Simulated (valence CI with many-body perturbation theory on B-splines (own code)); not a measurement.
# E1 line list for Ga²⁴⁺

Calculated by relativistic CI+MBPT: five valence electrons over a frozen Dirac-Fock core [He], a basis of 11 s, 11 p, 10 d, 8 f, 5 g, 2 h functions for each j, with the one-electron correlation potential Σ1, the two-electron term Σ2, the three-electron term Σ3, Breit, model QED; selected CI, second order for the rest, scaled by the run's own slope (own B-spline code, finite nucleus).

No measured spectrum was set against this ion. As an estimate, levels of excited configurations hold to 0.05 to 0.15 % of their energy, terms of the ground configuration to about 0.5 %. Among the levels kept, up to 5500 cm⁻¹ of a level comes from second order outside the variational space, and about a tenth of that is noise between levels of different J, which matters for small intervals.

Lines 51 to 100 of 600 in falling wavelength, among levels below 119.85 Ry, chosen from the strongest by gf and those to the six lowest levels. Wavelengths and rates use the calculated energies, so an error of 900 cm⁻¹ moves a line at 323.6 Å by 0.29 % and its rate by three times that or more. Electric multipoles are in the length gauge, E1 and E2 with the static RPA response of the core. Weak lines are less certain than strong ones. Lines between different terms over intervals too small for the method are left out, as are lines whose strength nearly cancels. The highest levels of a list are the least certain.

Names give the largest LS component (configuration and term), which can be under half, so a name can repeat, a term be missing and a line seem to break the LS rules; names also repeat where a configuration has a term twice. Letters in brackets count levels of one name in rising energy.

```csv
λ vac (Å),Upper,Lower,A (s⁻¹),log gf,Branch %
323.6,2s.2p3.3d 2D°_5/2 [a],2s.2p3.3p 4P_3/2 [b],1.61e+09,-0.82,0.0
322.2,2s.2p3.3p 2D_3/2 [a],2s.2p3.3s 2P°_1/2 [a],2.34e+09,-0.84,0.0
320.9,2s2.2p2.3p 2P°_1/2 [c],2s2.2p2.3s 2S_1/2,4.01e+09,-0.91,2.8
320.5,2s.2p3.3d 2D°_3/2 [c],2s.2p3.3p 2P_1/2 [c],2.09e+09,-0.89,0.0
320.1,2s.2p3.3d 4G°_9/2,2s.2p3.3p 4F_7/2,3.01e+09,-0.33,21.6
319.4,2s2.2p2.3p 2D°_5/2 [b],2s2.2p2.3s 2D_3/2,1.61e+09,-0.83,1.6
318.6,2s2.2p2.3d 4F_7/2,2s2.2p2.3p 4P°_5/2,1.44e+09,-0.76,0.1
317.1,2s.2p3.3p 4D_7/2 [b],2s.2p3.3s 4P°_5/2,4.44e+09,-0.27,0.1
316.4,2s.2p3.3d 4D°_7/2 [c],2s.2p3.3p 4P_5/2 [e],3.57e+09,-0.37,0.0
316.3,2s.2p3.3d 2D°_5/2 [e],2s.2p3.3p 2P_3/2 [d],2.15e+09,-0.71,0.0
316.2,2s2.2p2.3d 2F_7/2 [c],2s2.2p2.3p 2D°_5/2 [a],2.96e+09,-0.45,0.2
315.0,2s2.2p2.3d 4F_9/2,2s2.2p2.3p 4D°_7/2,3.62e+09,-0.27,97.4
314.5,2s2.2p2.3p 2D°_5/2 [a],2s2.2p2.3s 2D_5/2,1.49e+09,-0.88,2.7
313.8,2s.2p3.3d 4D°_7/2 [b],2s.2p3.3p 2F_7/2 [a],7.21e+08,-1.07,0.0
313.7,2s.2p3.3d 2F°_7/2 [c],2s.2p3.3p 4P_5/2 [d],3.22e+09,-0.42,0.0
313.7,2s.2p3.3p 2D_5/2 [c],2s.2p3.3s 2P°_3/2,4.05e+09,-0.45,0.1
310.7,2s.2p3.3d 2D°_5/2 [e],2s.2p3.3p 2D_5/2 [b],1.06e+09,-1.03,0.0
310.5,2s2.2p2.3p 4D°_5/2,2s2.2p2.3s 4P_3/2,2.17e+09,-0.73,9.0
310.3,2s2.2p2.3p 2P°_1/2 [b],2s2.2p2.3s 2D_3/2,3.57e+09,-0.99,1.3
310.2,2s.2p3.3p 4D_5/2 [a],2s.2p3.3s 4D°_5/2,1.06e+09,-1.04,0.2
310.1,2s2.2p2.3d 2G_9/2,2s2.2p2.3p 2F°_7/2,3.83e+09,-0.26,96.2
309.7,2s.2p3.3p 2F_7/2 [b],2s.2p3.3s 2D°_5/2 [b],4.89e+09,-0.25,0.2
309.4,2s.2p3.3d 4G°_5/2,2s.2p3.3p 4F_5/2,1.22e+09,-0.98,0.1
307.4,2s.2p3.3d 4F°_7/2 [b],2s.2p3.3p 4D_5/2 [b],2.88e+09,-0.49,0.1
307.1,2s.2p3.3p 4F_7/2,2s.2p3.3s 4D°_5/2,3.55e+09,-0.40,4.8
306.6,2s.2p3.3p 4P_5/2 [e],2s.2p3.3s 4S°_3/2 [b],4.47e+09,-0.42,0.1
306.6,2s.2p3.3d 2F°_7/2 [a],2s.2p3.3p 2D_5/2 [a],2.53e+09,-0.54,0.0
305.8,2s2.2p2.3d 4F_7/2,2s2.2p2.3p 4D°_5/2,2.26e+09,-0.60,0.2
305.6,2s2.2p2.3d 2D_5/2 [d],2s2.2p2.3p 2P°_3/2 [c],3.72e+09,-0.50,0.0
305.4,2s.2p3.3d 2F°_7/2 [b],2s.2p3.3p 4D_7/2 [b],1.33e+09,-0.83,0.0
305.3,2s.2p3.3d 4P°_5/2,2s.2p3.3p 4P_3/2 [c],2.46e+09,-0.69,0.1
305.0,2s2.2p2.3d 2F_5/2,2s2.2p2.3p 2D°_3/2 [a],3.03e+09,-0.60,0.0
304.3,2s.2p3.3d 2G°_9/2 [a],2s.2p3.3p 2F_7/2 [a],3.07e+09,-0.37,8.1
304.2,2s.2p3.3p 2D_3/2 [b],2s.2p3.3s 2D°_5/2 [b],1.98e+09,-0.96,0.1
304.1,2s2.2p2.3p 4D°_7/2,2s2.2p2.3s 4P_5/2,4.73e+09,-0.28,16.4
303.8,2s.2p3.3p 2P_3/2 [c],2s.2p3.3s 2S°_1/2,2.17e+09,-0.92,0.1
303.4,2s.2p3.3p 4P_5/2 [d],2s.2p3.3s 2D°_3/2 [b],3.12e+09,-0.59,0.1
302.9,2s2.2p2.3d 4F_5/2 [a],2s2.2p2.3p 4D°_3/2 [a],4.01e+09,-0.48,0.0
302.3,2s.2p3.3d 4S°_3/2,2s.2p3.3p 4P_5/2 [b],2.46e+09,-0.87,0.0
302.0,2s.2p3.3d 2D°_5/2 [b],2s.2p3.3p 2D_5/2 [a],1.94e+09,-0.80,0.0
301.9,2s.2p3.3p 2P_3/2 [f],2s.2p3.3s 2P°_1/2 [b],3.67e+09,-0.70,0.2
301.8,2s.2p3.3d 4D°_5/2 [b],2s.2p3.3p 4D_3/2 [b],1.92e+09,-0.80,0.0
301.6,2s2.2p2.3p 2F°_7/2,2s2.2p2.3s 2D_5/2,4.82e+09,-0.28,8.6
300.6,2s.2p3.3p 4F_9/2,2s.2p3.3s 4D°_7/2,5.69e+09,-0.11,27.5
300.0,2s2.2p2.3p 2D°_3/2 [a],2s2.2p2.3s 2P_1/2,1.84e+09,-1.00,1.2
299.8,2s2.2p2.3p 2D°_5/2 [b],2s2.2p2.3s 2D_5/2,2.82e+09,-0.64,2.8
298.8,2s.2p3.3d 2P°_3/2 [a],2s.2p3.3p 4P_3/2 [b],1.63e+09,-1.06,0.0
298.3,2s2.2p2.3p 4P°_5/2,2s2.2p2.3s 4P_3/2,2.34e+09,-0.73,2.9
298.0,2s.2p3.3d 4D°_3/2 [a],2s.2p3.3p 4P_1/2 [a],1.89e+09,-1.00,0.0
297.7,2s.2p3.3d 4F°_9/2 [a],2s.2p3.3p 4D_7/2 [a],2.01e+09,-0.57,14.3
```

**Question.** How does gf follow from A for the line at 305.6 Å?

**Answer.** gf = 1.4992 × (2J+1)_upper × A / σ², with σ = 327235 cm⁻¹ and 2J+1 = 6: gf = 0.313.
